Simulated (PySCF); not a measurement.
Bis(trichlorosilyl)methane, SMILES Cl[Si](Cl)(Cl)C[Si](Cl)(Cl)Cl (PBE0/def2-SVP optimised geometry):

```
11

Cl     2.865    -0.593     0.000
Si     0.813    -0.593     0.000
Cl     0.170    -1.514     1.711
Cl     0.170     1.350     0.000
C      0.217    -1.514    -1.503
Si    -1.537    -1.315    -2.091
Cl    -1.756     0.439    -3.121
Cl    -2.865    -1.350    -0.534
Cl    -1.986    -2.867    -3.357
H      0.386    -2.588    -1.308
H      0.871    -1.235    -2.348
```

Level of theory: PBE0/def2-TZVP (PySCF 2.14.0).

Task: What are the frontier orbital energies and the dipole moment?

Result: HOMO-2 -9.39 eV, HOMO-1 -9.38 eV, HOMO -9.36 eV, LUMO -0.46 eV, LUMO+1 -0.18 eV; dipole moment 1.36 D.

On the same geometry PBE/def2-TZVP run with PySCF 2.14.0 gives HOMO-2 -8.02 eV, HOMO-1 -7.95 eV, HOMO -7.94 eV, LUMO -1.43 eV, LUMO+1 -1.19 eV; dipole moment 1.30 D.

Meta-Löwdin charges at PBE0/def2-TZVP: Cl1 -0.27, Si2 0.99, Cl3 -0.26, Cl4 -0.26, C5 -0.75, Si6 0.99, Cl7 -0.26, Cl8 -0.26, Cl9 -0.27, H10 0.17, H11 0.17.
